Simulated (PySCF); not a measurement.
An unknown gives this computed stick spectrum. Level of theory: TDDFT CAM-B3LYP/def2-SVPD, vertical, gas phase, core orbitals frozen in the response in PySCF 2.14.0, density-fitted response routines. Geometries: PBE0-D3(BJ)/def2-SVP, one conformer each.

```tsv
state	ν̃ (cm⁻¹)	f	main configurations (H = HOMO, L = LUMO)
S1	47550	0.0016	H→L+1 (60%), H→L (31%)
S2	63720	0.013	H→L (46%), H→L+1 (21%), H→L+4 (12%)
S3	65500	0.136	H-1→L (44%), H-1→L+1 (38%)
S4	69010	0.0087	H-3→L+1 (20%), H-3→L (15%), H-2→L+1 (10%)
S5	69160	0.0075	H-1→L+1 (36%), H-1→L (32%), H-1→L+2 (10%)
S6	69990	0.0037	H→L+3 (80%)
S7	70460	0.0016	H→L+2 (68%)
S8	72540	0.023	H-2→L (38%), H-3→L (20%), H-2→L+1 (8%)
S9	72730	0.012	H→L+5 (54%), H→L+4 (12%), H→L (8%)
S10	74130	0.080	H-4→L (26%), H→L+4 (16%), H-4→L+1 (11%)
```

Triplets computed (Tamm–Dancoff): 5.39, 6.15, 7.78, 8.09 eV.

Orbital energies (eV): HOMO-3 -10.99, HOMO-2 -10.96, HOMO-1 -10.13, HOMO -9.39, LUMO 1.22, LUMO+1 1.54, LUMO+2 1.62.

Question: Which candidate is it? All have the formula C6H12O2.
A. `CCCC1OCCO1`
B. `CCCC(=O)OCC`
C. `CC(C)O[C@@H]1C[C@@H]1O`

Answer: B. Its S1, at 5.89 eV, is the lowest among the candidates; the nearest of the others has S1 at 6.91 eV. S1 is HOMO→LUMO+1 (60%), HOMO→LUMO (31%). Löwdin shares by element: HOMO oxygen 72%, carbon 18% or more; LUMO carbon 23% or more, oxygen 19% (atoms not listed hold the other 58%). At the same level the other candidates give, for their lowest levels:
- `CC(C)O[C@@H]1C[C@@H]1O`: 6.91 eV (f 0.005); 7.15 eV (f 0.008); 7.38 eV (f 0.006); 7.57 eV (f 0.004); 7.69 eV (f 0.005); HOMO -8.47, LUMO 1.27 eV
- `CCCC1OCCO1`: 7.47 eV (f 0.030); 7.56 eV (f 0.005); 8.18 eV (f 0.013); 8.24 eV (f 0.008); 8.32 eV (f 0.091); T1 7.25 eV; HOMO -9.09, LUMO 1.39 eV

Conformer computed: `[CH3:1][CH2:2][CH2:3][C:4](=[O:5])[O:6][CH2:7][CH3:8]`: C1–C2–C3–C4 178°, C2–C3–C4–O5 -89°, C3–C4–O6–C7 -178°, C4–O6–C7–C8 -83°.
